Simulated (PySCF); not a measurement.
**C₆ coefficients of unlike pairs at UHF**

Calculated with PySCF 2.14 from the dipole response of each species, C₆(A,B) = (3/π) ∫ α_A(iu) α_B(iu) du, in atomic units, from isotropic polarisabilities. For ions this is the dispersion term alone; charge-induced terms of lower order in 1/R come first.

```csv
species,configuration,basis,relativity,α (bohr³),C₆ (like pair)
Sn²⁺,[Kr] 4d10 5s2 (1S),aug-cc-pwCVDZ-PP with ECP28MDF (6s5p4d1f),core potential,17.69,97.27
F²⁺,[He] 2s2 2p3 (4S),dyall-av3z (15s9p3d2f),none,1.273,1.560
S,[Ne] 3s2 3p4 (3P),dyall-av2z (13s9p2d),none,17.74,122.8
Sb²⁺,[Kr] 4d10 5s2 5p1 (2P),def2-TZVPPD with the def2 core potential (28 electrons) (7s5p4d2f),core potential,16.96,107.9
```

Q: Estimate C₆ for Sb²⁺ with F²⁺.

A: The integral gives 11.90. The combination rule 2 C_A C_B / (C_A α_B/α_A + C_B α_A/α_B) gives 11.65 and the geometric mean 12.97.

No spin-orbit coupling is included.

The other pairs:

```tsv
pair	C₆
S, Sn²⁺	108.2
Sb²⁺, S	114.5
Sb²⁺, Sn²⁺	102.1
F²⁺, Sn²⁺	11.06
S, F²⁺	12.34
```
